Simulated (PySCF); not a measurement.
# Electron correlation in Ru (ruthenium, neutral)

[Kr] 4d7 5p1, one real determinant (an excited configuration). All numbers are calculated (PySCF 2.14, a scalar-relativistic core potential, in def2-QZVPPD with the def2 core potential (28 electrons) (7s5p4d4f2g, 88 functions)). Frozen: 4s2 4p6; 8 electrons correlated.

MP2 pair energies summed by pair of shells (mhartree):

```tsv
pair	energy	share (%)
4d-4d	-164.21	91.9
4d-5p	-14.39	8.1
```

Total MP2 correlation energy: -178.60 mhartree.

Same-spin part -77.36 and opposite-spin part -101.24 mhartree; SCS-MP2 scales them by 1/3 and 6/5 to -147.27 mhartree.

The reference is one real determinant that mixes LS terms of this configuration.
